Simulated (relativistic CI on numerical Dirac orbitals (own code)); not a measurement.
Cr+: 2p photoemission

Computed with this model: Dirac-Coulomb-Breit CI, separate exchange-only KLI orbitals for each configuration, model QED, multiplet model of photoemission in the sudden approximation, unscaled Slater integrals; configurations [Ar] 3d5 → [He] 2s2 2p5 3s2 3p6 3d5; 80 K; Lorentzian 0.5 eV and Gaussian 0.6 eV FWHM. Energies are those of the free ion, without screening or charge transfer. The energies are binding energies and can lie tens of eV above those of solids. S is read from ⟨S²⟩ = S(S + 1).

Computed curve for free ion, scaled to 100 at the maximum (points under 2 are left out and the grid is thinned):

(Energy (eV), Intensity): (583.6, 2.1), (583.9, 2.6), (584.3, 3.6), (584.6, 4.9), (584.9, 7.1), (585.2, 11.6), (585.6, 30.5), (585.9, 66.9), (586.2, 99.7), (586.5, 83.9), (586.9, 52.9), (587.2, 67.8), (587.5, 81.8), (587.9, 57.6), (588.2, 52.6), (588.5, 58.0), (588.8, 49.6), (589.2, 35.2), (589.5, 22.6), (589.8, 12.0), (590.1, 7.1), (590.5, 4.9), (590.8, 4.8), (591.1, 5.9), (591.5, 9.6), (591.8, 14.8), (592.1, 19.6), (592.4, 19.6), (592.8, 13.6), (593.1, 10.4), (593.4, 9.9), (593.7, 10.5), (594.1, 8.7), (594.4, 6.5), (594.7, 6.2), (595.0, 7.3), (595.4, 8.9), (595.7, 12.5), (596.0, 21.0), (596.4, 29.0), (596.7, 27.4), (597.0, 30.4), (597.3, 37.6), (597.7, 42.4), (598.0, 44.6), (598.3, 43.2), (598.6, 35.9), (599.0, 17.7), (599.3, 8.7), (599.6, 5.0), (600.0, 3.5), (600.3, 3.5), (600.6, 3.9), (600.9, 3.9), (601.3, 5.1), (601.6, 5.9), (601.9, 5.0), (602.2, 3.8), (602.6, 2.7), (602.9, 2.0)

The ground state has S = 2.50, and the centroid lies at 591.02 eV.
